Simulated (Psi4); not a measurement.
C$_{4}$H$_{8}$AlF, singlet, geometry from GFN2-xTB (such geometries of metal compounds can be far from the true shape), atoms displaced at random by about 0.03 Å a coordinate; HF/STO-3G, gradient (Psi4).

The Psi4 input:
```
memory 2 GB

molecule {
0 1
Al   -0.29780394    0.23989365    0.62878784
F    -0.80812337    0.79394261    2.07748906
C     1.61980084    0.64333947    0.18044414
C     2.21939945    0.06666917   -1.15908565
H     2.26912991    0.19021027    1.02694320
H     1.80226576    1.73297384    0.24063258
H     1.63429860    0.53912720   -1.96613467
H     2.06122686   -1.02935901   -1.22806844
H     3.26007278    0.35580745   -1.24871820
C    -1.63952197   -0.73093663   -0.41645841
C    -1.44478658   -1.24574207   -1.66620490
H    -2.62757935   -0.86511733   -0.07068844
H    -2.17557199   -1.75910107   -2.20884425
H    -0.42333226   -1.25743780   -2.19176282
symmetry c1
no_reorient
no_com
}

set {
  basis sto-3g
}

gradient('scf')
print_variables()
```

Write the output that Psi4 gives for this input, abridged.


```
gradient() will perform analytic gradient computation.

   => Loading Basis Set <=

    Name: STO-3G
    Role: ORBITAL
    Keyword: BASIS

         ---------------------------------------------------------
                                   SCF
               by Justin Turney, Rob Parrish, Andy Simmonett
                          and Daniel G. A. Smith
                              RHF Reference
         ---------------------------------------------------------

  ==> Geometry <==

    Molecular point group: c1
    Full point group: C1

    Geometry (in Angstrom), charge = 0, multiplicity = 1:

       Center              X                  Y                   Z               Mass
    ------------   -----------------  -----------------  -----------------  -----------------
         AL          -0.297803940000     0.239893650000     0.628787840000    26.981538530000
         F           -0.808123370000     0.793942610000     2.077489060000    18.998403162730
         C            1.619800840000     0.643339470000     0.180444140000    12.000000000000
         C            2.219399450000     0.066669170000    -1.159085650000    12.000000000000
         H            2.269129910000     0.190210270000     1.026943200000     1.007825032230
         H            1.802265760000     1.732973840000     0.240632580000     1.007825032230
         H            1.634298600000     0.539127200000    -1.966134670000     1.007825032230
         H            2.061226860000    -1.029359010000    -1.228068440000     1.007825032230
         H            3.260072780000     0.355807450000    -1.248718200000     1.007825032230
         C           -1.639521970000    -0.730936630000    -0.416458410000    12.000000000000
         C           -1.444786580000    -1.245742070000    -1.666204900000    12.000000000000
         H           -2.627579350000    -0.865117330000    -0.070688440000     1.007825032230
         H           -2.175571990000    -1.759101070000    -2.208844250000     1.007825032230
         H           -0.423332260000    -1.257437800000    -2.191762820000     1.007825032230

  Running in c1 symmetry.

  Rotational constants: A =      0.08426  B =      0.07662  C =      0.04077 [cm^-1]
  Rotational constants: A =   2526.12882  B =   2296.94884  C =   1222.14110 [MHz]
  Nuclear repulsion =  262.607216572089328

  Charge       = 0
  Multiplicity = 1
  Electrons    = 54
  Nalpha       = 27
  Nbeta        = 27

  ==> Algorithm <==

  SCF Algorithm Type is DF.
  DIIS enabled.
  MOM disabled.
  Fractional occupation disabled.
  Guess Type is SAD.
  Energy threshold   = 1.00e-08
  Density threshold  = 1.00e-08
  Integral threshold = 1.00e-12

  ==> Primary Basis <==

  Basis Set: STO-3G
    Blend: STO-3G
    Number of shells: 28
    Number of basis functions: 42
    Number of Cartesian functions: 42
    Spherical Harmonics?: true
    Max angular momentum: 1

   => Loading Basis Set <=

    Name: (STO-3G AUX)
    Role: JKFIT
    Keyword: DF_BASIS_SCF

  ==> Integral Setup <==

  SCF_SUBTYPE=INCORE selected. In-core MEM_DF algorithm will be used.
  Using in-core AOs.

  ==> MemDFJK: Density-Fitted J/K Matrices <==

    J tasked:                   Yes
    K tasked:                   Yes
    wK tasked:                   No
    Algorithm:                 Core
    Schwarz Cutoff:           1E-12
    Mask sparsity (%):       3.1746
    Fitting Condition:        1E-10

   => Auxiliary Basis Set <=

  Basis Set: (STO-3G AUX)
    Blend: DEF2-UNIVERSAL-JKFIT
    Number of shells: 211
    Number of basis functions: 649
    Number of Cartesian functions: 764
    Spherical Harmonics?: true
    Max angular momentum: 4

  Minimum eigenvalue in the overlap matrix is 2.0183384812E-01.
  Reciprocal condition number of the overlap matrix is 8.4374882386E-02.
    Using symmetric orthogonalization.

  ==> Pre-Iterations <==

  SCF Guess: Superposition of Atomic Densities via on-the-fly atomic UHF (no occupation information).

   -------------------------
    Irrep   Nso     Nmo
   -------------------------
     A         42      42
   -------------------------
    Total      42      42
   -------------------------

  ==> Iterations <==

                           Total Energy        Delta E     RMS |[F,P]|

   @DF-RHF iter SAD:  -486.19173189949595   -4.86192e+02   0.00000e+00
   @DF-RHF iter   1:  -491.28266395323186   -5.09093e+00   6.05691e-03 ADIIS/DIIS
   @DF-RHF iter   2:  -491.34394679638484   -6.12828e-02   1.41134e-03 ADIIS/DIIS
   @DF-RHF iter   3:  -491.34645579176640   -2.50900e-03   3.45728e-04 ADIIS/DIIS
   @DF-RHF iter   4:  -491.34672233942155   -2.66548e-04   1.48321e-04 ADIIS/DIIS
   @DF-RHF iter   5:  -491.34675631949386   -3.39801e-05   3.72037e-05 DIIS
   @DF-RHF iter   6:  -491.34676144924998   -5.12976e-06   8.11499e-06 DIIS
   @DF-RHF iter   7:  -491.34676161917787   -1.69928e-07   1.45154e-06 DIIS
   @DF-RHF iter   8:  -491.34676162451086   -5.33299e-09   3.54360e-07 DIIS
   @DF-RHF iter   9:  -491.34676162481907   -3.08205e-10   1.33302e-07 DIIS
   @DF-RHF iter  10:  -491.34676162487347   -5.43992e-11   4.52417e-08 DIIS
   @DF-RHF iter  11:  -491.34676162488199   -8.52651e-12   8.29582e-09 DIIS
  Energy and wave function converged.

  ==> Post-Iterations <==

    Orbital Energies [Eh]
    ---------------------

    Doubly Occupied:

[...]
    Virtual:

[...]
    Final Occupation by Irrep:
              A
    DOCC [    27 ]
    NA   [    27 ]
    NB   [    27 ]

  @DF-RHF Final Energy:  -491.34676162488199

   => Energetics <=

    Nuclear Repulsion Energy =            262.6072165720893281
    One-Electron Energy =               -1205.5379558223385175
    Two-Electron Energy =                 451.5839776253671971
    Total Energy =                       -491.3467616248819922

Computation Completed

Properties will be evaluated at   0.000000,   0.000000,   0.000000 [a0]

Properties computed using the SCF density matrix

 Multipole Moments:

 ------------------------------------------------------------------------------------
     Multipole            Electronic (a.u.)      Nuclear  (a.u.)        Total (a.u.)
 ------------------------------------------------------------------------------------

 L = 1.  Multiply by 2.5417464519 to convert [e a0] to [Debye]
 Dipole X            :          1.5947012           -1.5395614            0.0551398
 Dipole Y            :         -1.1176614            1.0793816           -0.0382798
 Dipole Z            :         -1.7688643            1.6198232           -0.1490412
 Magnitude           :                                                    0.1634595

 ------------------------------------------------------------------------------------

         ------------------------------------------------------------
                                   SCF GRAD
                          Rob Parrish, Justin Turney,
                       Andy Simmonett, and Alex Sokolov
         ------------------------------------------------------------

  ==> Geometry <==

    Molecular point group: c1
    Full point group: C1

    Geometry (in Angstrom), charge = 0, multiplicity = 1:

       Center              X                  Y                   Z               Mass
    ------------   -----------------  -----------------  -----------------  -----------------
         AL          -0.297803940000     0.239893650000     0.628787840000    26.981538530000
         F           -0.808123370000     0.793942610000     2.077489060000    18.998403162730
         C            1.619800840000     0.643339470000     0.180444140000    12.000000000000
         C            2.219399450000     0.066669170000    -1.159085650000    12.000000000000
         H            2.269129910000     0.190210270000     1.026943200000     1.007825032230
         H            1.802265760000     1.732973840000     0.240632580000     1.007825032230
         H            1.634298600000     0.539127200000    -1.966134670000     1.007825032230
         H            2.061226860000    -1.029359010000    -1.228068440000     1.007825032230
         H            3.260072780000     0.355807450000    -1.248718200000     1.007825032230
         C           -1.639521970000    -0.730936630000    -0.416458410000    12.000000000000
         C           -1.444786580000    -1.245742070000    -1.666204900000    12.000000000000
         H           -2.627579350000    -0.865117330000    -0.070688440000     1.007825032230
         H           -2.175571990000    -1.759101070000    -2.208844250000     1.007825032230
         H           -0.423332260000    -1.257437800000    -2.191762820000     1.007825032230

  Nuclear repulsion =  262.607216572089328

  ==> Basis Set <==

  Basis Set: STO-3G
    Blend: STO-3G
    Number of shells: 28
    Number of basis functions: 42
    Number of Cartesian functions: 42
    Spherical Harmonics?: true
    Max angular momentum: 1

  ==> DFJKGrad: Density-Fitted SCF Gradients <==

    Gradient:                    1
    J tasked:                  Yes
    K tasked:                  Yes
    wK tasked:                  No
    Integrals threads:           1
    Schwarz Cutoff:          1E-12
    Fitting Condition:       1E-10

   => Auxiliary Basis Set <=

  Basis Set: (STO-3G AUX)
    Blend: DEF2-UNIVERSAL-JKFIT
    Number of shells: 211
    Number of basis functions: 649
    Number of Cartesian functions: 764
    Spherical Harmonics?: true
    Max angular momentum: 4

  -Total Gradient:
     Atom            X                  Y                   Z
    ------   -----------------  -----------------  -----------------
       1       -0.011730553396     0.000310288791     0.007544697596
       2       -0.006123702404     0.006516728284     0.017517262692
       3       -0.005209572182     0.034551145594    -0.041036447239
       4        0.045968611815    -0.015138275270    -0.010828851490
       5        0.031594360976    -0.022634500950     0.033506849582
       6        0.002572595171     0.015791087808     0.005389541628
       7       -0.015887612684     0.009933416362    -0.000401721838
       8       -0.011723340071    -0.019518255144    -0.001218978925
       9       -0.003315922088     0.007733835990     0.004852659687
      10       -0.059160374303     0.010292025797     0.072499848760
      11       -0.069733175762    -0.038227511900    -0.066540696588
      12        0.026583383671    -0.000416915866    -0.015693011303
      13        0.031269634526     0.016960868705     0.018469965539
      14        0.044895666730    -0.006153938202    -0.024061118103

  Variable Map:
  ----------------------------------------------------------------------------
[...]
  Array Variable Map:
  ----------------------------------------------------------------------------
[...]
[...]
```
